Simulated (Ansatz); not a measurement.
Cost and result for the atomization energy of C3H5F3O (`FCOCC(F)F`) (12 atoms, 11 bonds).

```xyz
12

F     1.180   -0.135    2.289
C     1.215    0.559    1.097
O    -0.058    0.845    0.671
C    -0.775   -0.248    0.141
C    -0.745   -0.210   -1.368
F    -1.544   -1.191   -1.852
F     0.514   -0.445   -1.820
H     1.714    1.512    1.277
H     1.766   -0.063    0.385
H    -1.813   -0.164    0.471
H    -0.381   -1.208    0.487
H    -1.073    0.750   -1.778
```

Charge 0, multiplicity 1. Geometry: relaxed with PBE0-D4/def2-TZVP. It is one conformer, not always the lowest. Program: Ansatz. All runs use 2 threads of an AMD EPYC 7R13 on a shared host and a share of an NVIDIA H100 80 GB. Times are those of one run each, without the atoms' runs, and a repeat can differ threefold. Electronic energies, without spin–orbit coupling; frozen cores. CCSD(T)/CBS adds CCSD(T) − MP2 in def2-TZVPP to the MP2 limit, and its time is that of the two runs behind it. T1 = 0.012. B3LYP takes the VWN-RPA correlation (the form of Gaussian; ORCA's B3LYP/G).

CCSD(T)/CBS is a level of theory with its own doubt, some kJ/mol a heavy atom from the limit and from the frozen cores, so smaller differences don't rank the functionals.

```json
{"level": "PBE0-D4/def2-TZVPP", "functions": "287", "wall time": "1.8 s"}
{"level": "PBE-D4/def2-TZVPP (with forces)", "functions": "287", "wall time": "2.1 s"}
{"level": "B2PLYP/def2-TZVPP", "functions": "287", "wall time": "2.2 s"}
{"level": "r2SCAN-D4/def2-TZVPP (with forces)", "functions": "287", "wall time": "2.4 s"}
{"level": "B3LYP-D4/def2-TZVPP (with forces)", "functions": "287", "wall time": "2.5 s"}
{"level": "ωB97X-V/def2-TZVPP", "functions": "287", "wall time": "3.1 s"}
{"level": "MP2/def2-QZVPP", "functions": "549", "wall time": "3.5 s"}
{"level": "ωB97M-V/def2-TZVPP (with forces)", "functions": "287", "wall time": "3.7 s"}
{"level": "CCSD(T)/def2-TZVPP", "functions": "287", "wall time": "5.5 s"}
{"level": "CCSD(T)/CBS(def2)", "functions": "–", "wall time": "9 s"}
```

**Question.** What atomization energy does each give, and how far from CCSD(T)/CBS? (Best estimate.)

**Answer.** Computed: 
```json
{"level": "PBE0-D4/def2-TZVPP", "atomization (kJ/mol)": "4765.1", "difference from CCSD(T)/CBS": "22.4", "per bond": "2.0"}
{"level": "PBE-D4/def2-TZVPP (with forces)", "atomization (kJ/mol)": "4910.7", "difference from CCSD(T)/CBS": "168.0", "per bond": "15.3"}
{"level": "B2PLYP/def2-TZVPP", "atomization (kJ/mol)": "4691.2", "difference from CCSD(T)/CBS": "-51.5", "per bond": "-4.7"}
{"level": "r2SCAN-D4/def2-TZVPP (with forces)", "atomization (kJ/mol)": "4763.2", "difference from CCSD(T)/CBS": "20.5", "per bond": "1.9"}
{"level": "B3LYP-D4/def2-TZVPP (with forces)", "atomization (kJ/mol)": "4726.6", "difference from CCSD(T)/CBS": "-16.1", "per bond": "-1.5"}
{"level": "ωB97X-V/def2-TZVPP", "atomization (kJ/mol)": "4759.4", "difference from CCSD(T)/CBS": "16.7", "per bond": "1.5"}
{"level": "MP2/def2-QZVPP", "atomization (kJ/mol)": "4832.3", "difference from CCSD(T)/CBS": "89.6", "per bond": "8.1"}
{"level": "ωB97M-V/def2-TZVPP (with forces)", "atomization (kJ/mol)": "4760.0", "difference from CCSD(T)/CBS": "17.3", "per bond": "1.6"}
{"level": "CCSD(T)/def2-TZVPP", "atomization (kJ/mol)": "4618.0", "difference from CCSD(T)/CBS": "-124.7", "per bond": "-11.3"}
{"level": "CCSD(T)/CBS(def2)", "atomization (kJ/mol)": "4742.7", "difference from CCSD(T)/CBS": "0.0", "per bond": "0.0"}
```

From PBE to PBE0 (25 % exact exchange), in def2-TZVPP and without D4, the atomization energy moves by −142.3 kJ/mol: exact exchange takes away binding that semilocal exchange gives to molecules. In def2-TZVPP, CCSD(T) changes the Hartree–Fock value by +1289.2 kJ/mol (the triples alone add +84.1 kJ/mol) and MP2 by +1430.1 kJ/mol; breaking electron pairs costs correlation energy, which Hartree–Fock lacks. The D4 term adds +31.0 kJ/mol with B3LYP and +16.4 kJ/mol with PBE0; it sums over pairs of atoms, weighted by their polarisabilities, and B3LYP, whose exchange is more repulsive, gets the larger term.
